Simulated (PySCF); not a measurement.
# Polarisability and C₆ of Hg⁶³⁺ (mercury, charge +63)

[Ne] 3s2 3p5, 2P determinant. Computed with PySCF 2.14 in an even-tempered Gaussian basis (16 s from 18 bohr⁻², ratio 2.5; 10 p from 23 bohr⁻², ratio 2.5; 4 d from 95 bohr⁻², ratio 2.7; 4 f from 140 bohr⁻², ratio 2.7), with no relativity, point nucleus. Coupled (time-dependent) response in atomic units; α is the mean over directions.

| method | mean α (bohr³) | α xx, yy, zz | C₆ (like pair) | S(−4) |
| --- | --- | --- | --- | --- |
| UHF | 0.001766 | 0.003443, 0.0009274, 0.0009274 | 4.336e-05 | 1.774e-05 |
| PBE0 | 0.001788 | 0.003491, 0.0009364, 0.0009364 | 4.306e-05 | 2.088e-05 |

S(−4) is the Cauchy moment in α(ω) = α(0) + S(−4) ω² + …

Spin-orbit coupling is absent.

α(iu) at UHF:

```json
{"u (hartree)": "0", "α(iu) (bohr³)": "0.001766"}
{"u (hartree)": "2.00", "α(iu) (bohr³)": "0.001700"}
{"u (hartree)": "4.00", "α(iu) (bohr³)": "0.001547"}
{"u (hartree)": "8.00", "α(iu) (bohr³)": "0.001234"}
{"u (hartree)": "12.0", "α(iu) (bohr³)": "0.001018"}
{"u (hartree)": "16.0", "α(iu) (bohr³)": "0.0008682"}
{"u (hartree)": "20.0", "α(iu) (bohr³)": "0.0007534"}
{"u (hartree)": "30.0", "α(iu) (bohr³)": "0.0005528"}
{"u (hartree)": "40.0", "α(iu) (bohr³)": "0.0004277"}
{"u (hartree)": "60.0", "α(iu) (bohr³)": "0.0002929"}
{"u (hartree)": "100", "α(iu) (bohr³)": "0.0001876"}
```

For an ion, C₆ is the dispersion term alone; charge-induced terms of lower order in 1/R come first.

The components differ because the open shell of this determinant is not spherical; for a pure term their mean is the scalar polarisability.

A non-relativistic calculation at this Z misses sizeable relativistic shifts. Spin-orbit coupling, absent here, splits the open shell strongly.
